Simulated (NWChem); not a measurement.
**Correlation energy of digermane (H$_{6}$Ge$_{2}$)**

```
Ge
H 1 1.5516
H 1 1.5516 2 108.47
H 1 1.5517 2 108.48 3 -117.63
Ge 1 2.4380 2 110.43 3 121.16
H 5 1.5516 1 110.43 2 -61.02
H 5 1.5516 6 108.47 1 -121.16
H 5 1.5517 6 108.48 7 -117.63
```
Charge 0, spin multiplicity 1.

Everything below was run with NWChem. Structure: optimised with PBE/def2-SVP, a minimum by its harmonic frequencies.

Basis set: 6-31G*. Each correlation energy counts from its own Hartree-Fock reference.

```json
[
 {"method": "MP2", "correlation energy (mHa)": "-497.2", "difference from CCSD(T)": "+21.9"},
 {"method": "SCS-MP2", "correlation energy (mHa)": "-466.6", "difference from CCSD(T)": "+52.5"},
 {"method": "CR-CCSD[T]", "correlation energy (mHa)": "-517.8", "difference from CCSD(T)": "+1.3"},
 {"method": "CR-CCSD(T)", "correlation energy (mHa)": "-516.8", "difference from CCSD(T)": "+2.3"},
 {"method": "CCSD", "correlation energy (mHa)": "-508.9", "difference from CCSD(T)": "+10.2"},
 {"method": "CCSD+T(CCSD)", "correlation energy (mHa)": "-520.4", "difference from CCSD(T)": "-1.3"},
 {"method": "CCSD(T)", "correlation energy (mHa)": "-519.1", "difference from CCSD(T)": "0.0"}
]
```

The values span 53.8 mHa, from CCSD+T(CCSD) (lowest) to SCS-MP2 (highest). 

The Hamiltonian is non-relativistic. The correlated methods keep 18 core orbitals frozen. The Pople sets run with spherical d functions. Differences from the coupled-cluster row are differences between methods, not errors against experiment.
